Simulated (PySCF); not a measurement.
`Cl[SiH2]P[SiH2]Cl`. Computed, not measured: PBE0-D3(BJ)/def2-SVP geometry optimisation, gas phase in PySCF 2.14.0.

```
atom  x, y, z in Å
Cl1    1.6366    6.6787    2.4045
Si2    1.4795    4.6276    2.2311
P3    -0.3410    4.1877    0.9727
Si4   -1.8844    4.4743    2.5945
Cl5   -2.1868    6.5042    2.8135
H6     2.6784    4.1042    1.5187
H7     1.4114    4.0508    3.6051
H8    -0.2540    2.7746    1.2004
H9    -1.4722    3.9231    3.9178
H10   -3.1542    3.8349    2.1497
```

Q: Which two atoms are farthest apart?

A: H6···H10, 5.87 Å; the next longest distance is 5.58 Å.

Q: How far are the heavy atoms from their best plane (unweighted least squares)?

A: 0.448 Å rms; Cl1 0.16, Si2 0.50, P3 0.68, Si4 0.50, Cl5 0.16 Å (magnitudes).

Q: Work out the bond lengths Si2–P3, Si2–H7, P3–Si4, P3–H8, Si4–Cl5, Si4–H9, Si4–H10 in Å.

A: For Si2–P3 the difference vector is (-1.8205, -0.4399, -1.2584) Å, of length 2.2564 Å. Si2–P3 2.256; Si2–H7 1.492; P3–Si4 2.257; P3–H8 1.434; Si4–Cl5 2.064; Si4–H9 1.492; Si4–H10 1.490 Å.

Q: What is the repulsion energy of the bare nuclei, Σ ZA·ZB/RAB?

A: 502.50 Eh over 45 pairs, with full nuclear charges and distances in bohr; the largest single term is 61.02 Eh (Si4 with Cl5, or a pair equal to it).

Q: Where is the centre of mass (commonest isotopes), and what is the radius of gyration?

A: Mass 161.904 u; centre at (-0.259, 5.338, 2.224) Å; Rg = √(Σ m r²/M) = 2.092 Å. As Ia + Ib + Ic = 2 Σ m r², the three principal moments sum to 1416.5 u·Å².

Q: What are the angles Cl1–Si2–H7, Cl1–Si2–H6, Si2–P3–Si4, H9–Si4–H10, P3–Si4–Cl5?

A: From the scalar product of the two bond vectors; for Cl1–Si2–H7 it is -0.9555 Å² over 2.0644 × 1.4917 Å², cos θ = -0.3103. Cl1–Si2–H7 108.1°; Cl1–Si2–H6 109.1°; Si2–P3–Si4 97.3°; H9–Si4–H10 110.0°; P3–Si4–Cl5 107.5°.

Q: Give the dihedral angles H8–P3–Si4–H10, H7–Si2–P3–H8, Si2–P3–Si4–H9, H8–P3–Si4–H9, Si2–P3–Si4–Cl5.

A: H8–P3–Si4–H10 -69° (synclinal); H7–Si2–P3–H8 -53° (synclinal); Si2–P3–Si4–H9 -40° (synclinal); H8–P3–Si4–H9 54° (synclinal); Si2–P3–Si4–Cl5 80° (synclinal). Dihedral signs follow IUPAC: positive where, seen along the central bond, the front bond turns clockwise onto the rear one.

Q: How far apart are these pairs, which share no bond: Si2···Si4, P3···Cl5, Cl5···H9, H9···H10?

A: Si2···Si4 3.387 Å (2 bonds apart); P3···Cl5 3.487 Å (2 bonds apart); Cl5···H9 2.897 Å (2 bonds apart); H9···H10 2.442 Å (2 bonds apart).

The point group is Cs within 0.08 Å; differences among equivalent distances and angles are scatter left by the optimiser. No PBE0-D3(BJ)/def2-SVP frequencies stand behind this structure, so it isn't proved a minimum. One conformer, not necessarily the lowest.

The run took 39 s on Arm Neoverse N1, one thread, on a shared host, and the process peaked at 0.59 GiB of memory. This is the geometry optimisation.
